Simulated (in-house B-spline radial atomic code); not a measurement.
**PBE hybrid excitations of S6+**

Method: PBE hybrid with 0.4 exact exchange. Computed with a B-spline radial code for spherical atoms: linear response of the closed shell [He] 2s2 2p6 with the functional's adiabatic kernel; non-relativistic, point nucleus, no spin-orbit coupling, no double excitations, S, P, D and F terms only. Only terms of natural parity with L up to 3 were computed.

Command:
```bash
python run_td.py task.json out
```
Settings (radii: box in bohr, nucleus in fm):
```
Z                        16
electrons                10
configuration            [He] 2s2 2p6
hamiltonian              nr
method                   pbeh
box_radius               14.35
exact_exchange_fraction  0.4
intervals                50
```

Run time, properties included: 0.1 s on 1 thread of AMD EPYC 9R45 96-Core Processor (Zen 5) (shared host).

The lowest states, in the order of their Tamm-Dancoff energies; the method's threshold (minus the highest occupied level) is 268.51 eV. Labels give the largest channel, * marks a mixed state, and oscillator strengths are full-response dipole values. Semilocal kernels can invert the small singlet-triplet splittings of Rydberg terms. Energies in eV:

| state | full response | Tamm-Dancoff | oscillator strength |
| --- | --- | --- | --- |
| 2p → 3s 3P | 166.85 | 166.87 | - |
| 2p → 3s 1P | 168.27 | 168.29 | 0.217 |
| 2p → 3p 3S | 178.41 | 178.47 | - |
| 2p → 3p 3D | 180.04 | 180.06 | - |
| 2p → 3p 1D | ? | ? | - |
| 2p → 3p 1S | 188.46 | 189.01 | - |
| 2p → 3d 3P | 197.68 | 197.69 | - |
| 2p → 3d 3F | ? | ? | - |
| 2p → 3d 1F | 198.93 | 198.94 | - |
| 2p → 3d 1P | 201.85 | 201.99 | 1.49 |

Q: Where does 2p → 3d 3F lie?

A: At 198.13 eV in full response, 198.16 eV in Tamm-Dancoff.

Q: Where does 2p → 3p 1D lie?

A: At 181.14 eV in full response, 181.14 eV in Tamm-Dancoff.

Q: How large is the singlet-triplet splitting of 2p → 3s (P terms) in Tamm-Dancoff?

A: 1.42 eV, from the unrounded values.

Q: What polarisabilities and dispersion coefficient does the method give?

A: Dipole 0.07381 bohr³, quadrupole 0.03105 bohr⁵, C6 0.0375 hartree·bohr⁶ for two such species.
